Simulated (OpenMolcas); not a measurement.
**Kr III: effect of the active space**

| Quantity | Value |
| --- | --- |
| Program | OpenMolcas 26.06 |
| Method | SS-CASPT2 or its RAS form, IPEA 0.25 Eh, imaginary shift 0.1 Eh |
| Basis | ANO-RCC-VQZP |
| Scalar Hamiltonian | DKH2, point nucleus |
| Spin-orbit coupling | RASSI with atomic mean-field integrals over the reference wave functions, term energies averaged over their components |

A. 4 electrons in 3 orbitals (4p); 2S+1 = 3 even, 3 roots; 2S+1 = 1 even, 6 roots; closed shells correlated: 3d 4s; CASPT2 step about 1 core-seconds
B. 6 electrons in 9 orbitals (RAS2 4s 4p; RAS3 4d, at most 2 electrons); 2S+1 = 3 even, 3 roots; 2S+1 = 1 even, 7 roots; 2S+1 = 3 odd, 3 roots; 2S+1 = 1 odd, 3 roots; closed shells correlated: 3d; CASPT2 step of the order of 9 core-seconds

Energies in cm⁻¹ above 4s² 4p⁴ ³P₂, the measured ground level; measured values from Saloman, J. Phys. Chem. Ref. Data 36, 215 (2007).

```
      Level      A      B  Measured
4s² 4p⁴ ³P₂    0.0    0.0       0.0
4s² 4p⁴ ³P₁   4190   4090      4548
4s² 4p⁴ ³P₀   5050   4950      5313
4s² 4p⁴ ¹D₂  14690  14690     14644
4s² 4p⁴ ¹S₀  33770  33090     33080
```

Deviations, from unrounded energies. A percentage is the sum of absolute deviations over the sum of measured energies, with the sign that they share, or ± where signs differ.

```csv
Against measurement,Levels,A,B
mean absolute deviation (cm-1),4,340,220
fine structure of the ground term (%),2,-6.3,-8.4
other terms of the ground configuration (%),2,+1.5,+0.1
```

B lies closest to measurement on these levels. The largest miss of B in the table is 4s² 4p⁴ ³P₁, by -460 cm-1. The ranking rests on the paired levels alone, and a cruder setting can come out closer through cancelling errors.

Between A and B the level of the table that moves most is 4s² 4p⁴ ¹S₀, by 680 cm-1 (lowest in B, highest in A). Moves below CASPT2's spread within the term are not significant.

Term energies are means over components that CASPT2 splits; among the terms shown or strongly mixed into the levels shown the widest spread is 160 cm-1 (4s² 4p⁴ ¹D, A). With the s shell closed, the reference lacks s² → p² mixing (holds for A). The run also gave levels led by 4s² 4p³ 4d, which use shells meant for correlation; these and all levels above them are left out (holds for B). Computed and measured levels are paired by configuration, term and J; levels that our copy of the source lacks, or whose pairing is in doubt (as where it misses far off the trend of its configuration), stay unpaired and out of the deviations. Only configurations of the active space appear. The table leaves out levels that lie high or whose names do not pair safely across all columns.
